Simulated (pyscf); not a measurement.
Structures and frequencies: ωB97X-D3(BJ)/def2-SVP in PySCF. Correlated levels are frozen-core, on RHF or UHF. ΔMP2 is the change of the MP2 total energy from the triple- to the quadruple-zeta basis.

**Question.** What is the homolytic dissociation enthalpy (298 K, CCSD(T)/def2-TZVPP + ΔMP2(QZVPP)) of the Ag–Br bond of `[Br][Ag]`, to Br• + Ag•?

**Answer.** Ag–Br to Br• + Ag•: 2.98 eV. The CCSD(T) − MP2 part came from Ansatz, without density fitting, on the same reference. The frozen core leaves the outer d or s,p core shells of the metals and heavy elements correlated in the MP2 and CC values, and def2-TZVPP describes them poorly, which can shift differences by a few kcal/mol. Left out: the spin-orbit lowering of Br, which is large for Br, Se, Te and I. Open-shell species with a d-block atom are single-reference here; other states, and whether the spin sits on metal or ligand, were not checked. Elements up to Kr have no core potential and no relativistic terms here. Elements past Kr carry the def2 core potentials, without spin-orbit coupling.
